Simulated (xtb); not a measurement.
C₆H₁₄O (SMILES CC(C)CC(C)O), singlet, from a rough starting geometry; GFN2-xTB (xtb).

Here is a job for xtb.
```
$ xtb mol.xyz --gfn 2 --opt vtight --json

# file mol.xyz
21

C     -2.33985890     0.54448405    -0.71515449
C     -1.13085361     0.40513603     0.18796431
C     -1.49164980    -0.66790754     1.22447163
C      0.11144931     0.03128358    -0.62381454
C      1.41568523     0.07020598     0.23218471
C      2.57101908     0.23315611    -0.66288256
O      1.53039086    -1.18576854     1.02204387
H     -3.25415941     0.88130511    -0.18446562
H     -2.52461660    -0.34197604    -1.23536475
H     -2.07225797     1.45413107    -1.38269803
H     -0.98779360     1.37626025     0.76144279
H     -2.32446038    -0.38235674     1.81898379
H     -1.69778391    -1.63650496     0.76276270
H     -0.63803476    -0.86544832     1.94031215
H      0.27489609     0.69011882    -1.38948605
H      0.03067530    -0.95110824    -0.99420499
H      1.41885134     0.88216776     0.93931238
H      2.53701651     1.17080497    -1.20449818
H      3.52516548     0.19967340    -0.13972298
H      2.59853268    -0.49970211    -1.52374038
H      2.39930183    -1.17760520     1.34640251
```

Q: Predict the main parts of the log of this xtb run.

A: 
```
   ID    Z sym.   atoms
    1    6 C      1-6
    2    8 O      7
    3    1 H      8-21

           -------------------------------------------------
          |                Calculation Setup                |
           -------------------------------------------------

           -------------------------------------------------
          |                 G F N 2 - x T B                 |
           -------------------------------------------------

          ...................................................
          :                      SETUP                      :
          :.................................................:
          :  # basis functions                  42          :
          :  # atomic orbitals                  42          :
          :  # shells                           28          :
          :  # electrons                        44          :
          :  max. iterations                   250          :
          :  Hamiltonian                  GFN2-xTB          :
          :  restarted?                      false          :
          :  GBSA solvation                  false          :
          :  PC potential                    false          :
          :  electronic temp.          300.0000000     K    :
          :  accuracy                    1.0000000          :
          :  -> integral cutoff          0.2500000E+02      :
          :  -> integral neglect         0.1000000E-07      :
          :  -> SCF convergence          0.1000000E-05 Eh   :
          :  -> wf. convergence          0.1000000E-03 e    :
          :  Broyden damping             0.4000000          :
          :  net charge                          0          :
          :  unpaired electrons                  0          :
          ...................................................

 iter      E             dE          RMSdq      gap      omega  full diag
   1    -24.3030296 -0.243030E+02  0.293E+00   11.27       0.0  T
   2    -24.3539940 -0.509644E-01  0.159E+00   10.71       1.0  T
   3    -24.3550934 -0.109941E-02  0.765E-01   10.84       1.0  T
   4    -24.3555105 -0.417083E-03  0.162E-01   10.77       1.0  T
   5    -24.3556761 -0.165639E-03  0.653E-02   10.80       1.0  T
   6    -24.3556775 -0.136880E-05  0.740E-03   10.81       2.9  T
   7    -24.3556776 -0.118603E-06  0.370E-03   10.81       5.9  T
   8    -24.3556776 -0.144169E-07  0.827E-04   10.81      26.4  T
   9    -24.3556776 -0.395477E-09  0.346E-04   10.81      63.0  T

[...]
 * total energy  :   -24.0551497 Eh     change       -0.5592084E-06 Eh
 * total energy  :   -24.0551502 Eh     change       -0.5086465E-06 Eh
 * total energy  :   -24.0551506 Eh     change       -0.4632566E-06 Eh
 * total energy  :   -24.0551511 Eh     change       -0.4335767E-06 Eh
 * total energy  :   -24.0551515 Eh     change       -0.4107604E-06 Eh
 * total energy  :   -24.0551519 Eh     change       -0.3935562E-06 Eh
 * total energy  :   -24.0551523 Eh     change       -0.3756210E-06 Eh
 * total energy  :   -24.0551526 Eh     change       -0.3571493E-06 Eh
 * total energy  :   -24.0551530 Eh     change       -0.3395380E-06 Eh
 * total energy  :   -24.0551533 Eh     change       -0.3236957E-06 Eh
 * total energy  :   -24.0551536 Eh     change       -0.3112949E-06 Eh
 * total energy  :   -24.0551536 Eh     change       -0.2968935E-08 Eh
   *** GEOMETRY OPTIMIZATION CONVERGED AFTER 44 ITERATIONS ***
         :: total energy             -24.055153592909 Eh    ::
[...]
 ---------------------------------------------------------------------------
     1   6 C    3.996 --     2 C    1.008     9 H    0.987    10 H    0.987
                             8 H    0.987
     2   6 C    3.996 --     3 C    1.011     1 C    1.008     4 C    0.996
                            11 H    0.968
     3   6 C    3.995 --     2 C    1.011    12 H    0.987    13 H    0.987
                            14 H    0.981
     4   6 C    3.994 --     2 C    0.996     5 C    0.993    15 H    0.974
                            16 H    0.974
     5   6 C    3.955 --     6 C    1.000     4 C    0.993     7 O    0.984
                            17 H    0.961
     6   6 C    3.995 --     5 C    1.000    20 H    0.986    18 H    0.986
                            19 H    0.985
     7   8 O    1.960 --     5 C    0.984    21 H    0.903
     8   1 H    0.998 --     1 C    0.987
     9   1 H    0.999 --     1 C    0.987
    10   1 H    0.999 --     1 C    0.987
    11   1 H    0.999 --     2 C    0.968
    12   1 H    0.999 --     3 C    0.987
    13   1 H    0.999 --     3 C    0.987
    14   1 H    0.997 --     3 C    0.981
    15   1 H    0.999 --     4 C    0.974
    16   1 H    0.997 --     4 C    0.974
    17   1 H    1.000 --     5 C    0.961
    18   1 H    0.999 --     6 C    0.986
    19   1 H    0.999 --     6 C    0.985
    20   1 H    0.998 --     6 C    0.986
    21   1 H    0.921 --     7 O    0.903
 ---------------------------------------------------------------------------

Topologies differ in total number of bonds
Writing topology from bond orders to xtbtopo.mol

molecular dipole:
                 x           y           z       tot (Debye)
 q only:        0.323       0.259      -0.123
   full:        0.555       0.397      -0.114       1.759
molecular quadrupole (traceless):
                xx          xy          yy          xz          yz          zz
 q only:        3.123       0.137      -2.603       1.148       0.208      -0.520
  q+dip:        4.210       0.270      -3.135       2.054       1.766      -1.075
   full:        4.565       0.191      -3.478       2.129       1.042      -1.087

optimized geometry written to: xtbopt.xyz

           -------------------------------------------------
          | TOTAL ENERGY              -24.055153592909 Eh   |
          | GRADIENT NORM               0.000044530908 Eh/α |
          | HOMO-LUMO GAP              12.218750710463 eV   |
           -------------------------------------------------
```
